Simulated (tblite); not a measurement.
Compound: valeryl chloride, C5H9ClO.
Z-matrix (Å and degrees, GFN2-xTB geometry), rows numbered from 1:
```
C 
C   1  1.5239
C   2  1.5268  1  111.44
C   3  1.5286  2  111.67  1   179.99
C   4  1.4897  3  111.68  2  -179.95
O   5  1.1823  4  129.10  3    -0.00
Cl  5  1.7814  4  111.44  3   179.99
H   1  1.0871  2  110.60  3   179.93
H   1  1.0876  2  110.54  3    59.87
H   1  1.0876  2  110.52  3   -60.07
H   2  1.0925  1  109.43  3  -121.18
H   2  1.0924  1  109.40  3   121.07
H   3  1.0914  2  109.69  1   -58.86
H   3  1.0914  2  109.65  1    58.87
H   4  1.0930  3  110.78  2    59.26
H   4  1.0931  3  110.81  2   -59.18
```

Calculated harmonic vibrations of the isolated species, GFN2-xTB (tblite), most abundant isotopes, no scaling. Errors from tens to a few hundred cm⁻¹ against measured bands are possible. One conformer, not necessarily the lowest.

Harmonic wavenumbers (cm⁻¹): 43.8, 69.8, 107.2, 118.2, 233.4, 261.6, 296.3, 440.6, 446.2, 481.5, 718.5, 763.5, 814.9, 930.9, 946.0, 976.8, 1069.2, 1073.5, 1105.6, 1130.0, 1200.4, 1248.8, 1253.6, 1276.6, 1322.6, 1366.0, 1417.8, 1420.5, 1492.2, 1496.6, 1502.2, 1504.8, 1846.4, 2957.4, 2966.8, 2974.4, 2981.8, 2991.9, 3003.0, 3036.7, 3039.0, 3044.1.

A = 6633, B = 786.3, C = 715.4 MHz; mass 120.034 u (most abundant isotopes); point group Cs, symmetry number 1.

Q: Zero-point energy?

A: Half the sum of the wavenumbers: 28686 cm⁻¹ = 82.02 kcal/mol.

Q: Give the ideal-gas entropy at 350 K and 1 bar in the rigid-rotor, harmonic-oscillator model (classical rotation).

A: Translation 41.09, rotation 29.32, vibration 28.57: S = 99.0 cal/(mol K).

Q: And Cp and H(350 K) − H(0)?

A: Cp = 35.07 cal/(mol K), of which vibrations give 27.12 (their classical limit is 42 R = 83.5); H(350 K) − H(0) = 7.76 kcal/mol without the zero-point energy, 4.98 from vibrations.

Q: How do the functions run with temperature in this model?

A: 
| T (K) | S (cal/(mol K)) | Cp (cal/(mol K)) | H − H(0) (kcal/mol) | G − H(0) (kcal/mol) | ln q(vib) |
| --- | --- | --- | --- | --- | --- |
| 150 | 76.4 | 20.8 | 2.23 | -9.23 | 2.92 |
| 250 | 88.5 | 27.5 | 4.64 | -17.50 | 5.13 |
| 298.15 | 93.7 | 31.1 | 6.05 | -21.88 | 6.15 |
| 400 | 103.9 | 38.8 | 9.61 | -31.95 | 8.23 |
| 600 | 122.2 | 51.7 | 18.73 | -54.60 | 12.21 |
| 900 | 145.8 | 64.5 | 36.31 | -94.91 | 17.86 |

q(vib) and H(0) count from the zero-point level.

Q: What must be added to the electronic energy to get the Gibbs energy at 350 K and 1 bar?

A: ZPE + [H(350 K) − H(0)] − T·S = 82.02 + 7.76 − 34.64 = 55.14 kcal/mol.

Q: Which modes carry the vibrational entropy at 350 K?

A: 43.8 cm⁻¹: 5.40; 69.8 cm⁻¹: 4.48; 107.2 cm⁻¹: 3.63; 118.2 cm⁻¹: 3.44; 233.4 cm⁻¹: 2.14; 261.6 cm⁻¹: 1.94 cal/(mol K); the other 36 give 7.55 together.

Q: Blend soft modes into free rotors: weight 1/[1 + (100 cm⁻¹/ν̃)⁴] for the oscillator and the rest for a rotor with moment μB/(μ + B), μ = h/(8π²ν), B = 10⁻⁴⁴ kg m². What vibrational entropy results?

A: 25.69 cal/(mol K) in place of 28.57, which changes −T·S at 350 K by +1.01 kcal/mol.

Hindered rotation and anharmonicity are outside this model. Other conformers, if any are populated, would add a mixing term that is left out.
